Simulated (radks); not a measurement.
Results of a calculation; reference values are marked as such.
Q: Neutral lutetium, 71 electrons, occupied as [Xe] 4f14 5d1 6s2. Level of theory: scalar-relativistic Kohn-Sham, r2SCAN, spin-polarised, spherical densities, finite nucleus; open shells are filled with parallel spins first (spin-orbit coupling, left out, can overturn this in heavy ions); meta-GGA in the generalised Kohn-Sham scheme; Fermi nuclear charge, rms radius 5.37 fm; hard spherical wall at 1.5 bohr (a radial shooting solver on a logarithmic mesh with Libxc functionals). Some entries of the table are withheld. Estimate them.

| orbital | occ. | eigenvalue (hartree) | <r^2> (bohr^2) | r(max) (bohr) |
|---|---|---|---|---|
| 1s up | 1 | -2320.209 | 0.0005124 | 0.01213 |
| 1s down | 1 | -2320.209 | 0.0005124 | 0.01213 |
| 2s up | 1 | -390.8344 | 0.007923 | 0.06929 |
| 2s down | 1 | -390.8162 | 0.007923 | 0.06929 |
| 2p up | 3 | -342.9707 | 0.006501 | 0.05662 |
| 2p down | 3 | -342.9565 | 0.006501 | 0.05662 |
| 3s up | 1 | -84.53268 | 0.05172 | 0.1957 |
| 3s down | 1 | -84.52952 | 0.05171 | 0.1957 |
| 3p up | 3 | -70.10900 | 0.05238 | 0.1931 |
| 3p down | 3 | -70.10420 | 0.05237 | 0.1932 |
| 3d up | 5 | -52.73367 | 0.04369 | 0.1578 |
| 3d down | 5 | -52.72204 | 0.04369 | 0.1578 |
| 4s up | 1 | -13.06502 | 0.2662 | 0.4490 |
| 4s down | 1 | -13.04982 | 0.2664 | 0.4491 |
| 4p up | 3 | -8.39848 | 0.3068 | 0.4715 |
| 4p down | 3 | -8.38518 | 0.3069 | 0.4717 |
| 4d up | 5 | -2.28546 | 0.3705 | 0.4899 |
| 4d down | 5 | -2.26976 | 0.3701 | 0.4902 |
| 5s up | 1 | 2.73868 | 0.9167 | 0.9753 |
| 5s down | 1 | 2.79829 | 0.9152 | 0.9742 |
| 4f up | 7 | 4.50523 | 0.4924 | 0.4973 |
| 4f down | 7 | 4.52728 | 0.4903 | 0.4975 |
| 5p up | 3 | 4.57048 | 0.9495 | 1.020 |
| 5p down | 3 | 4.63304 | 0.9487 | 1.019 |
| 5d up | 1 | 7.38686 | 0.9539 | 1.066 |
| 5d down | 0 | 7.44802 | 0.9541 | 1.066 |
| 5f up | 0 | 10.95712 | 0.8558 | (1) |
| 5f down | 0 | 11.00780 | 0.8576 | (2) |
| 6s up | 1 | 15.94173 | (3) | 1.227 |
| 6s down | 1 | 15.95437 | (4) | 1.227 |
| 6p up | 0 | 18.16688 | 0.9174 | 1.239 |
| 6p down | 0 | 18.17754 | 0.9183 | 1.239 |
| 7s up | 0 | 35.66856 | 0.8932 | 1.313 |
| 7s down | 0 | 35.69712 | 0.8923 | 1.313 |

A: 
(1) 5f up r(max) (bohr): 1.107
(2) 5f down r(max) (bohr): 1.107
(3) 6s up <r^2> (bohr^2): 0.9364
(4) 6s down <r^2> (bohr^2): 0.9379
